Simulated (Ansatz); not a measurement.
```yaml
crystal:
  periodic: [false, false, false]
  atoms:
    - {symbol: F, position_ang: [-1.779049, -0.617182, 1.330829]}
    - {symbol: C, position_ang: [-1.198193, 0.473671, 0.420810]}
    - {symbol: F, position_ang: [-1.584111, 1.708186, 0.748773]}
    - {symbol: C, position_ang: [0.118073, 0.133997, 0.289329]}
    - {symbol: F, position_ang: [0.733630, 0.830544, 1.388632]}
    - {symbol: C, position_ang: [0.771058, 0.787506, -0.673618]}
    - {symbol: F, position_ang: [2.115926, 0.978342, -1.050479]}
    - {symbol: F, position_ang: [-0.113400, 1.739260, -1.204617]}
    - {symbol: C, position_ang: [0.499399, -1.413693, 0.460526]}
    - {symbol: F, position_ang: [1.968330, -1.445542, 0.030876]}
    - {symbol: F, position_ang: [-0.256651, -1.835529, -0.418694]}
    - {symbol: H, position_ang: [-1.838774, 0.191728, -0.447552]}
    - {symbol: H, position_ang: [0.470656, 0.089720, -1.852285]}
    - {symbol: H, position_ang: [0.302552, -1.722164, 1.437268]}
basis:
  gaussian: {orbitals: cc-pVDZ, point_charges: [{charge: -1.00, position_ang: [5.223, 0.973, 0.430]}]}
hamiltonian: {xc: {name: PBE0-DH}}
scf: {lower_state_search: full}
relax: {f_tol: 0.001, max_steps: 2}
```

```sh
$ ansatz run in.yaml --threads 4 --pin off --events-out ev --progress --plain --max-ram 66560MiB --backend cpu
```

(1) How does Ansatz answer? (Estimate.)

Results:

(1) The calculation gave: No converged result was reached.
```
Functional definition: PBE0-DH
1748 factors; integrals over basis functions are off by at most 3.9e-4 eV
mean field evaluation 1: about -23172.1739 eV, gradient 4.8e1 eV
mean field evaluation 2: about -23172.4384 eV, gradient 4.8e1 eV
mean field evaluation 4: about -23176.1734 eV, gradient 5.6e0 eV
mean field evaluation 8: about -23176.2449 eV, gradient 2.2e-1 eV
mean field evaluation 16: about -23176.2450 eV, gradient 4.7e-5 eV
mean field -23176.24503003 eV, -851.7112954305 hartree, gradient 6.3e-6 eV, S^2 0.000000; 0 other end points of the search recorded, 0 dependent functions left out
11 core orbitals not correlated: weight in the atoms' cores, before any rotation towards them, 1.000 or more for the frozen orbitals, at most 0.000 for the correlated occupied ones
reference -23176.24504161 eV, -851.7112958559 hartree; 34, 34 occupied and 124, 124 virtual orbitals, 1748 factors
second order -61.91986736 eV of doubles, -0.00000000 eV of singles
relax step   1: F+E_penalty+E_count = -23183.98501345 eV  Δ(F+E_penalty+E_count) = +0.000e0 eV  max|allowed force component| = 1.652e1 eV/Å  Δτ_max = 0.0000 Å  (43 SCF iters, accepted)
1748 factors; integrals over basis functions are off by at most 4.0e-4 eV
mean field -23181.21441934 eV, -851.8939171193 hartree, gradient 1.6e-6 eV, S^2 0.000000; 0 other end points of the search recorded, 0 dependent functions left out
11 core orbitals not correlated: weight in the atoms' cores, before any rotation towards them, 1.000 or more for the frozen orbitals, at most 0.000 for the correlated occupied ones
reference -23181.21443053 eV, -851.8939175306 hartree; 34, 34 occupied and 124, 124 virtual orbitals, 1748 factors
second order -61.02362467 eV of doubles, -0.00000000 eV of singles
relax step   2: F+E_penalty+E_count = -23188.84237242 eV  Δ(F+E_penalty+E_count) = -4.857e0 eV  max|allowed force component| = 7.280e0 eV/Å  Δτ_max = 0.1984 Å  (52 SCF iters, accepted)
Error: geometry relaxation did not converge after 2 steps: max|allowed force component| = 7.28e0 eV/Å (threshold 1.0e-3). Raise `relax.max_steps` over both its present limit and 2, loosen `relax.f_tol`, or start from a geometry closer to equilibrium. Where this run's directory can be resumed (`checkpoint.write`), a resume goes on for up to `relax.max_steps` more
```
